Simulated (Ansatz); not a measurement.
CH5AlTe (`[CH3][AlH][TeH]`). Total charge 0; spin multiplicity 1. Te takes the def2 core potential. All single points use the PBE0-D4/def2-TZVP geometry.

```xyz
8

C     1.301    0.287   -0.571
Al   -0.402    0.249    0.371
Te   -1.908   -1.763    0.060
H     1.354    1.160   -1.230
H     1.474   -0.604   -1.177
H     2.129    0.379    0.139
H    -0.907    1.408    1.327
H    -3.042   -1.116    1.081
```

Question: What is the dipole moment at B3LYP/def2-TZVPP? (An estimate is asked.)

Answer: Computed: 1.06 D, with components (0.90, 0.51, -0.21) D in this frame, pointing from negative to positive charge.

Question: And with PBE, r2SCAN, ωB97M-V? (Best estimate.)

Answer: Ansatz gave: PBE 0.99 D, r2SCAN 1.05 D, ωB97M-V 1.21 D.

Question: Give the Mulliken charges with B3LYP, r2SCAN, ωB97M-V in def2-TZVPP. (Best estimate.)

Answer: Computed: 
```
atom  B3LYP  r2SCAN  ωB97M-V
  C1  -0.43   -0.38    -0.51
 Al2   0.42    0.48     0.43
 Te3  -0.12   -0.15    -0.15
  H4   0.09    0.07     0.11
  H5   0.10    0.07     0.11
  H6   0.09    0.07     0.11
  H7  -0.13   -0.16    -0.11
  H8  -0.02    0.00     0.00
```

B3LYP here is the variant with VWN-RPA as its local correlation; programs differ in this.
